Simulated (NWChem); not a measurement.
All runs are NWChem calculations. System: silacyclobutane (C3H8Si), charge 0, spin multiplicity 1, at a geometry optimised with B3LYP/def2-SVP. Level: MP2/def2-TZVP, 8 core orbitals frozen.

Input file:

```
start mol
memory heap 200 mb stack 900 mb global 1100 mb
geometry units angstroms nocenter noautoz
  C     -1.001997    -0.905799     0.000000
  C     -0.145588    -0.399743    -1.206433
  Si     0.646805     0.845957     0.000000
  C     -0.145588    -0.399743     1.206433
  H     -1.200869    -1.991331     0.000000
  H     -1.982525    -0.401274     0.000000
  H      0.584865    -1.160614    -1.528475
  H     -0.704539    -0.065544    -2.092757
  H     -0.002873     2.191864     0.000000
  H      2.129392     1.041369     0.000000
  H      0.584865    -1.160614     1.528475
  H     -0.704539    -0.065544     2.092757
  symmetry group Cs
end
basis spherical
  * library def2-tzvp
end
scf
  rhf
  nopen 0
  maxiter 100
  thresh 1e-7
  semidirect memsize 60000000 filesize 0
end
mp2
  freeze core 8
end
task mp2 energy
```

NWChem printed:

```
             Northwest Computational Chemistry Package (NWChem) 7.3.0
             --------------------------------------------------------

                                NWChem Input Module
                                -------------------

 Scaling coordinates for geometry "geometry" by  1.889725989
 (inverse scale =  0.529177249)

 Turning off AUTOSYM since
 SYMMETRY directive was detected!

                             Geometry "geometry" -> ""
                             -------------------------

 Output coordinates in angstroms (scale by  1.889725989 to convert to a.u.)

  No.       Tag          Charge          X              Y              Z
 ---- ---------------- ---------- -------------- -------------- --------------
    1 C                    6.0000    -1.00199700    -0.90579900     0.00000000
    2 C                    6.0000    -0.14558800    -0.39974300    -1.20643300
    3 Si                  14.0000     0.64680500     0.84595700     0.00000000
    4 C                    6.0000    -0.14558800    -0.39974300     1.20643300
    5 H                    1.0000    -1.20086900    -1.99133100     0.00000000
    6 H                    1.0000    -1.98252500    -0.40127400     0.00000000
    7 H                    1.0000     0.58486500    -1.16061400    -1.52847500
    8 H                    1.0000    -0.70453900    -0.06554400    -2.09275700
    9 H                    1.0000    -0.00287300     2.19186400     0.00000000
   10 H                    1.0000     2.12939200     1.04136900     0.00000000
   11 H                    1.0000     0.58486500    -1.16061400     1.52847500
   12 H                    1.0000    -0.70453900    -0.06554400     2.09275700

 Effective nuclear repulsion energy (a.u.)     167.3834965079

            Nuclear Dipole moment (a.u.)
            ----------------------------
        X                 Y               Z
 ---------------- ---------------- ----------------
     0.0000170075     0.0000000000     0.0000000000

      Symmetry information
      --------------------

 Group name             Cs
 Group number              2
 Group order               2
 No. of unique centers     9

      Symmetry unique atoms

     1    2    3    5    6    7    8    9   10


 Summary of "ao basis" -> "" (spherical)
 ------------------------------------------------------------------------------
       Tag                 Description            Shells   Functions and Types
 ---------------- ------------------------------  ------  ---------------------
 *                         def2-tzvp                  on all atoms

 Summary of "ao basis" -> "ao basis" (spherical)
 ------------------------------------------------------------------------------
       Tag                 Description            Shells   Functions and Types
 ---------------- ------------------------------  ------  ---------------------
 C                         def2-tzvp                11       31   5s3p2d1f
 Si                        def2-tzvp                13       37   5s5p2d1f
 H                         def2-tzvp                 4        6   3s1p

                                 NWChem SCF Module
                                 -----------------

  ao basis        = "ao basis"
  functions       =   178
  atoms           =    12
  closed shells   =    20
  open shells     =     0
  charge          =   0.00
  wavefunction    = RHF
  use symmetry    = T
  symmetry adapt  = T

 Summary of "ao basis" -> "ao basis" (spherical)
 ------------------------------------------------------------------------------
       Tag                 Description            Shells   Functions and Types
 ---------------- ------------------------------  ------  ---------------------
 C                         def2-tzvp                11       31   5s3p2d1f
 Si                        def2-tzvp                13       37   5s5p2d1f
 H                         def2-tzvp                 4        6   3s1p

      Symmetry analysis of basis
      --------------------------

        a'        109
        a"         69

 Forming initial guess at       0.2s

      Superposition of Atomic Density Guess
      -------------------------------------

 Sum of atomic energies:        -405.84786871

      Non-variational initial energy
      ------------------------------

 Total energy =    -408.421874
 1-e energy   =    -887.852747
 2-e energy   =     312.047377
 HOMO         =      -0.328365
 LUMO         =       0.028467

      Symmetry analysis of molecular orbitals - initial
      -------------------------------------------------

  Numbering of irreducible representations:

     1 a'          2 a"

  Orbital symmetries:

     1 a'          2 a'          3 a"          4 a'          5 a'
     6 a'          7 a'          8 a"          9 a'         10 a"
    11 a'         12 a'         13 a'         14 a'         15 a"
    16 a"         17 a'         18 a'         19 a"         20 a'
    21 a"         22 a'         23 a'         24 a'         25 a'
    26 a'         27 a"         28 a'         29 a"         30 a'

 Starting SCF solution at       6.9s

 ----------------------------------------------
         Quadratically convergent ROHF

 Convergence threshold     :          1.000E-07
 Maximum no. of iterations :          100
 Final Fock-matrix accuracy:          1.000E-09
 ----------------------------------------------

              iter       energy          gnorm     gmax       time
             ----- ------------------- --------- --------- --------
                 1     -407.1665844790  7.45D-01  1.36D-01      9.7
                 2     -407.2135210583  2.48D-01  5.93D-02     12.6
[...]
     1 a'          2 a"

  Orbital symmetries:

     1 a'          2 a'          3 a"          4 a'          5 a'
     6 a'          7 a'          8 a"          9 a'         10 a"
    11 a'         12 a'         13 a'         14 a'         15 a"
    16 a'         17 a"         18 a'         19 a"         20 a'
    21 a"         22 a'         23 a'         24 a'         25 a'
    26 a'         27 a"         28 a'         29 a"         30 a'

             Final eigenvalues
             -----------------

              1
    1  -68.7629
    2  -11.2317
    3  -11.2075
    4  -11.2075
    5   -6.1122
    6   -4.2185
    7   -4.2184
    8   -4.2179
    9   -1.0603
   10   -0.8908
   11   -0.8009
   12   -0.6750
   13   -0.6205
   14   -0.5923
   15   -0.5368
   16   -0.4900
   17   -0.4731
   18   -0.4535
   19   -0.4104
   20   -0.3967
   21    0.1141
   22    0.1329
   23    0.1647
   24    0.1682
   25    0.1815
   26    0.1995
   27    0.2130
   28    0.2185
   29    0.2389
   30    0.2478

                       ROHF Final Molecular Orbital Analysis
                       -------------------------------------

 Vector   18  Occ=2.000000D+00  E=-4.534679D-01  Symmetry=a'
              MO Center=  2.6D-01,  4.6D-01, -2.6D-14, r^2= 4.3D+00
   Bfn.  Coefficient  Atom+Function         Bfn.  Coefficient  Atom+Function
  ----- ------------  ---------------      ----- ------------  ---------------
    77      0.178368   3 Si px              156     -0.176003   9 H  s
   162      0.169979  10 H  s

 Vector   19  Occ=2.000000D+00  E=-4.104243D-01  Symmetry=a"
              MO Center=  7.2D-02, -4.2D-02,  1.5D-13, r^2= 2.7D+00
   Bfn.  Coefficient  Atom+Function         Bfn.  Coefficient  Atom+Function
  ----- ------------  ---------------      ----- ------------  ---------------
    79      0.270728   3 Si pz               38     -0.156194   2 C  py
    41     -0.156232   2 C  py              106      0.156194   4 C  py
   109      0.156232   4 C  py

 Vector   20  Occ=2.000000D+00  E=-3.966651D-01  Symmetry=a'
              MO Center=  9.5D-03, -7.5D-02, -3.6D-14, r^2= 3.4D+00
   Bfn.  Coefficient  Atom+Function         Bfn.  Coefficient  Atom+Function
  ----- ------------  ---------------      ----- ------------  ---------------
    78      0.198782   3 Si py               38     -0.155726   2 C  py
   106     -0.155726   4 C  py               41     -0.154552   2 C  py
   109     -0.154552   4 C  py

 Vector   21  Occ=0.000000D+00  E= 1.141461D-01  Symmetry=a"
              MO Center=  7.3D-01,  9.7D-01, -1.7D-14, r^2= 7.3D+00
   Bfn.  Coefficient  Atom+Function         Bfn.  Coefficient  Atom+Function
  ----- ------------  ---------------      ----- ------------  ---------------
    36      3.299516   2 C  s               104     -3.299516   4 C  s
    82      1.915418   3 Si pz              145     -0.616570   7 H  s
   169      0.616570  11 H  s                14      0.600695   1 C  pz
   151     -0.553948   8 H  s               175      0.553948  12 H  s
    45      0.403950   2 C  pz              113      0.403950   4 C  pz

 Vector   22  Occ=0.000000D+00  E= 1.329125D-01  Symmetry=a'
              MO Center=  1.8D-01, -1.6D-01, -2.4D-15, r^2= 9.2D+00
   Bfn.  Coefficient  Atom+Function         Bfn.  Coefficient  Atom+Function
  ----- ------------  ---------------      ----- ------------  ---------------
    36      2.465940   2 C  s               104      2.465940   4 C  s
     5      2.372620   1 C  s                67     -2.024660   3 Si s
    81      1.915455   3 Si py              139     -1.218820   6 H  s
   145     -1.085403   7 H  s               169     -1.085403  11 H  s
   133     -0.885026   5 H  s                80      0.835434   3 Si px

 Vector   23  Occ=0.000000D+00  E= 1.646515D-01  Symmetry=a'
              MO Center=  1.6D-01,  1.3D+00,  8.7D-16, r^2= 1.0D+01
   Bfn.  Coefficient  Atom+Function         Bfn.  Coefficient  Atom+Function
  ----- ------------  ---------------      ----- ------------  ---------------
     5      4.112136   1 C  s                67      3.714668   3 Si s
    81     -2.438328   3 Si py               36     -2.262725   2 C  s
   104     -2.262725   4 C  s                45     -1.393730   2 C  pz
   113      1.393730   4 C  pz              133     -1.368118   5 H  s
   139     -1.356730   6 H  s               151     -1.236350   8 H  s

------------------------------------------------------------
EAF file 0: "./mol.aoints.0" size=524288 bytes
------------------------------------------------------------
               write      read    awrite     aread      wait
               -----      ----    ------     -----      ----
     calls:        1        18         0         0         0
   data(b): 5.24e+05  9.44e+06  0.00e+00  0.00e+00
   time(s): 0.00e+00  0.00e+00  0.00e+00  0.00e+00  0.00e+00
rate(mb/s): 0.00e+00  0.00e+00
------------------------------------------------------------

 center of mass
 --------------
 x =   0.03334523 y =   0.04143470 z =  -0.00000000

 moments of inertia (a.u.)
 ------------------
         339.084213952227        -113.322097357592           0.000000000000
        -113.322097357592         301.331021578405           0.000000000000
           0.000000000000           0.000000000000         294.247883473964

  Mulliken analysis of the total density
  --------------------------------------

    Atom       Charge   Shell Charges
 -----------   ------   -------------------------------------------------------
    1 C    6     6.13   0.85  1.12  0.46  0.68  0.05  1.21  1.35  0.29  0.02  0.08  0.01
    2 C    6     6.40   0.85  1.12  0.46  0.70  0.06  1.23  1.47  0.43  0.02  0.05  0.00
    3 Si  14    13.57   2.00  0.58  1.39  0.79  0.44  4.12  1.73  0.53  1.31  0.27  0.15  0.21  0.04
    4 C    6     6.40   0.85  1.12  0.46  0.70  0.06  1.23  1.47  0.43  0.02  0.05  0.00
    5 H    1     0.91   0.27  0.51  0.11  0.02
    6 H    1     0.90   0.27  0.51  0.11  0.02
    7 H    1     0.89   0.26  0.50  0.11  0.02
    8 H    1     0.89   0.26  0.50  0.11  0.02
    9 H    1     1.06   0.24  0.56  0.25  0.01
   10 H    1     1.06   0.24  0.56  0.25  0.01
   11 H    1     0.89   0.26  0.50  0.11  0.02
   12 H    1     0.89   0.26  0.50  0.11  0.02

       Multipole analysis of the density wrt the origin
       ------------------------------------------------

     L   x y z        total         open         nuclear
     -   - - -        -----         ----         -------
     0   0 0 0     -0.000000      0.000000     40.000000

     1   1 0 0     -0.033493      0.000000      0.000017
     1   0 1 0     -0.120542      0.000000      0.000000
     1   0 0 1     -0.000000      0.000000      0.000000

     2   2 0 0    -26.075052      0.000000     84.702171
     2   1 1 0     -0.580029      0.000000     64.054860
     2   1 0 1      0.000000      0.000000      0.000000
     2   0 2 0    -26.381761      0.000000    105.621901
     2   0 1 1     -0.000000      0.000000     -0.000000
     2   0 0 2    -25.758179      0.000000    110.336968

                   NWChem MP2 Semi-direct Energy/Gradient Module
                   ---------------------------------------------

  Basis functions       =    178
  Molecular orbitals    =    178
  Frozen core           =      8
  Frozen virtuals       =      0
  Active alpha occupied =     12
  Active beta occupied  =     12
  Active alpha virtual  =    158
  Active beta virtual   =    158
  Use MO symmetry       = T
  Use skeleton AO sym   = T

  AO/Fock/Back tols     =   1.0D-09  1.0D-09  1.0D-09

 GA uses MA = F    GA memory limited = T

 Available:
  local mem=  1.26D+08
 global mem=  1.44D+08
 local disk=  0.00D+00
  mp2_memr nvloc                   158
  nvloc new                   158
   1 passes of  12:        6291456                     159397                 101398027.
   1 passes of  12: M    126006632           G      144115832           F     119715176.

 Semi-direct pass number   1 of   1  for RHF alpha+beta  at       54.4s
  vrange nnbf                 15721
  mp2_eaftype                   386  avail_ma_in_mb                  1098
 EAF : mp2_eaftype filesize         386   50699013.
  mp2_eaf for mointskh                    386
Node 0 wrote    238.5 Mb in      0.4 s     Agg I/O rate:   567.9 Mb/s
 Done moints_semi at       94.6s
  mp2_eaftype                   386  avail_ma_in_mb                   712
 EAF : mp2_eaftype filesize         386   50699013.
  mp2_eaf for kh                   386
 Done maket at       95.9s
 Done multipass loop at       95.9s

          -------------------------------------------
          SCF energy                -407.219486628347
          Correlation energy          -0.620656545151
          Singlet pairs               -0.418100152219
          Triplet pairs               -0.202556392932
          Total MP2 energy          -407.840143173498
          -------------------------------------------

          ---------------------------------------------------
                    Spin Component Scaled (SCS) MP2
          Same spin pairs                     -0.135037595288
          Same spin scaling factor             0.333333333333
          Opposite spin pairs                 -0.485618949863
          Opposite spin scaling fact.          1.200000000000
          SCS-MP2 correlation energy          -0.627755271598
          Total SCS-MP2 energy              -407.847241899946
          ---------------------------------------------------

 -----------------------
 Performance information
 -----------------------

 Timer overhead =  1.37D-07 seconds/call

               Nr. of calls         CPU time (s)                 Wall time (s)                GFlops
             ---------------    -------------------     ------------------------------   -------------------
Name         Min   Avg   Max    Min     Avg     Max     Min     Avg     Max   Mx/calls   Min     Max     Sum
mp2: moin     1     1     1    40.     40.     40.      40.     40.     40.     40.      0.0     0.0     0.0
mp2: make     1     1     1    1.2     1.2     1.2      1.2     1.2     1.2     1.2      0.0     0.0     0.0
mp2: tota     1     1     1    42.     42.     42.      42.     42.     42.     42.      0.0     0.0     0.0

 The average no. of pstat calls per process was 3.00D+00
 with a timing overhead of 4.12D-07s

 Task  times  cpu:       95.8s     wall:       95.8s

 Total times  cpu:       95.9s     wall:       95.9s
```
